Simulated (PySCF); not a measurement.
## Bonding in `C[P@](=O)([O-])c1ccco1`

C5H6O3P (charge -1).
Atom-mapped SMILES: `[CH3:1][P@:2](=[O:3])([O-:4])[c:5]1[cH:6][cH:7][cH:8][o:9]1` (hydrogens: H10, H11, H12 on C1; H13 on C6; H14 on C7; H15 on C8)

Geometry (GFN2-xTB, Å), atoms numbered from 1 in this order:
```
atom  x, y, z in Å
C1    -2.300    0.349    0.593
P2    -1.398   -0.608   -0.721
O3    -1.650   -0.022   -2.065
O4    -1.595   -2.070   -0.515
C5     0.327   -0.175   -0.227
C6     1.403    0.047   -1.036
C7     2.515    0.239   -0.183
C8     2.033    0.113    1.083
O9     0.713   -0.139    1.064
H10   -2.006    0.006    1.580
H11   -2.108    1.413    0.490
H12   -3.362    0.157    0.445
H13    1.381    0.077   -2.106
H14    3.531    0.441   -0.467
H15    2.509    0.181    2.044
```

Bond orders from the PBE0/pcSseg-1 density (PySCF). Geometry: GFN2-xTB, one conformer, isolated ion. The pcSseg-1 basis has no diffuse functions, a weakness for an anion.

(1) How far do the computed orders between heavy atoms stray from the drawn ones?

(2) Set the Mayer orders of the bonds beside their lengths.

Results:

(1) The largest departure is 0.797, at P2–O4 (drawn single, 1.797), counting aromatic bonds as 1.5. Drawn single, order above 1.12: P2–O4 (1.797). Drawn single, order below 0.88: C1–P2 (0.879) and P2–C5 (0.713). The bonds drawn aromatic range from 1.02 to 1.59. The SMILES, with its formal charges, is one Lewis structure only.

(2) 
```
  bond  drawn as  length (Å)  Mayer order
 C1–P2    single       1.859        0.879
 P2–O3    double       1.488        1.767
 P2–O4    single       1.490        1.797
 P2–C5    single       1.846        0.713
 C5–C6  aromatic       1.364        1.587
 C6–C7  aromatic       1.414        1.260
 C7–C8  aromatic       1.360        1.583
 C8–O9  aromatic       1.345        1.095
 O9–C5  aromatic       1.348        1.022
C1–H10    single       1.086        0.956
C1–H11    single       1.087        0.958
C1–H12    single       1.089        0.966
C6–H13    single       1.071        1.002
C7–H14    single       1.074        0.992
C8–H15    single       1.075        0.992
```

By pair of heavy elements: C–P: lowest P2–C5 (0.713, 1.846 Å), highest C1–P2 (0.879, 1.859 Å); in 1 of the 1 pairs the longer bond (by over 0.003 Å) has the higher order (by 0.02 or more). O–P: lowest P2–O3 (1.767, 1.488 Å), highest P2–O4 (1.797, 1.490 Å). C–C: lowest C6–C7 (1.260, 1.414 Å), highest C5–C6 (1.587, 1.364 Å). C–O: lowest O9–C5 (1.022, 1.348 Å), highest C8–O9 (1.095, 1.345 Å).

Sum the orders of all bonds at each heavy atom with more than one neighbour and set the sums beside the valence in the SMILES.

C1 3.759 (drawn 4), P2 5.156 (drawn 5), C5 3.322 (drawn 4), C6 3.849 (drawn 4), C7 3.835 (drawn 4), C8 3.670 (drawn 4), O9 2.117 (drawn 2). Orders between atoms that aren't bonded are not in these sums.

The Mayer order sums products of elements of PS (density times overlap matrix) between the two atoms' basis functions, so it depends on the basis set.
